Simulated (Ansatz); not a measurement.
Ansatz (an electronic-structure program) input (RPA@PBE/def2-QZVPP):
A basis named .json is the Basis Set Exchange file of that set.

Ansatz 0.2 input:
```yaml
crystal:
  periodic: [false, false, false]
  atoms:
    - {symbol: In, position_ang: [0.00000000, 0.00000000, 0.00000000]}
    - {symbol: Br, position_ang: [0.00000000, 0.00000000, 2.36845088]}
    - {symbol: Br, position_ang: [-0.00000000, -0.00000000, -2.36845088]}
basis:
  gaussian:
    orbitals: def2-QZVPP.json
hamiltonian:
  xc: pbe
total_charge: 1
magnetization: {spin_polarized: false}
correlation: {method: rpa, electrons: outside_noble_gas}
```

End of the output:

```
integrals: 0.72 GiB planned
1726 factors; integrals over basis functions are off by at most 8.6e-4 eV
mean field: 2.14 GiB planned
mean field evaluation 1: about -145239.5933 eV, gradient 3.7e1 eV
mean field evaluation 2: about -145239.5878 eV, gradient 3.7e1 eV
mean field evaluation 4: about -145243.1280 eV, gradient 1.5e1 eV
mean field evaluation 8: about -145243.5450 eV, gradient 5.6e-1 eV
mean field evaluation 16: about -145243.5451 eV, gradient 4.9e-5 eV
mean field -145243.54512292 eV, -5337.6018336566 hartree, gradient 2.2e-6 eV, S^2 0.000000; 0 other end points of the search recorded, 0 dependent functions left out
37 core orbitals not correlated
reference -145143.37484620 eV, -5333.9206438850 hartree; 8, 8 occupied and 215, 215 virtual orbitals, 1726 factors
Total energy: -145161.82003912 eV, -5334.5984922220 hartree
```
